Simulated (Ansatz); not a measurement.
**From CH4 to CHBr3: predicting a member**

On one C centre, n of the H ligands are replaced by Br. The mean C–H bond length y in Å at PBE0-D4/def2-TZVP. The shapes are optimised at that level. Programs: Ansatz 0.2.0.

```
molecule  n  y (Å)
     CH4  0  1.090
   CH3Br  1  1.086
  CH2Br2  2      ?
   CHBr3  3  1.083
```

Question: Fit y = c + s·n to the known rows and predict CH2Br2.

Answer: 
1. Means of the 3 rows: n = 1.33333, y = 1.0863.
2. Σ(Δn)² = 4.6667, Σ(Δn·Δy) = -0.010333, so the slope is -0.010333/4.6667 = -0.0022142.
3. Intercept: 1.0863 − (-0.0022142) × 1.33333 = 1.0893. The largest residual of the fit is 0.0011.
4. CH2Br2: 1.0893 + (-0.0022142) × 2 = 1.085 Å.

The run gave 1.084 Å, so the prediction is off by +0.001 Å, within the largest residual. The step per swap drifts from -0.004 to -0.001 Å. Relativity is left out for Br.
